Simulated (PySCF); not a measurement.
H3O4Ta, SMILES [O]=[Ta]([OH])([OH])[OH], multiplicity 1. Atoms are numbered in the order given.

```xyz
8

Ta     0.0000     0.0000    -0.0110
O      0.0000     0.0000    -1.7461
O      1.5756     0.9097     0.5968
H      2.3148     1.3364     0.1498
O      0.0000    -1.8194     0.5968
H      0.0000    -2.6729     0.1498
O     -1.5756     0.9097     0.5968
H     -2.3148     1.3364     0.1498
```
Charge 0, spin multiplicity 1.

The structure is a stationary point at B3LYP-D3(BJ)/def2-SVP. The multiplicity is an assumed one; other spin states were not compared. The def2 effective core potentials stand for the cores of Ta; spin–orbit coupling is left out. The values are those of a single conformer.

Computed with PySCF with B3LYP-D3(BJ)/def2-SVP.

Frequencies are harmonic and unscaled.

Modes within 1.5 cm⁻¹ of each other (mostly degenerate sets) share a row, with their intensities summed.

```csv
mode,ν (cm⁻¹),IR (km/mol),Raman (Å⁴/amu),depolarisation,moving atoms (share of kinetic energy)
1–2,181,0.0,4.7,0.75,"O 66 %, H 23 %, Ta 11 %"
3,188,2.1,0.4,0.16,"O 70 %, Ta 15 %, H 15 %"
4–5,210,0.1,7.4,0.75,"O 81 %, H 18 %"
6,326,0.0,0.0,–,"H 88 %, O 12 %"
7–8,337,529.8,6.8,0.75,"H 78 %, O 20 %"
9–11,481,426.6,4.5,0.75,"H 65 %, O 35 %"
12–14,716,296.9,16.9,0.04,"O 88 %, H 9 %"
15,987,135.5,17.3,0.03,O 92 %
16–17,3897,626.4,141.6,0.75,H 94 %
18,3903,19.4,202.4,0.08,H 94 %
```
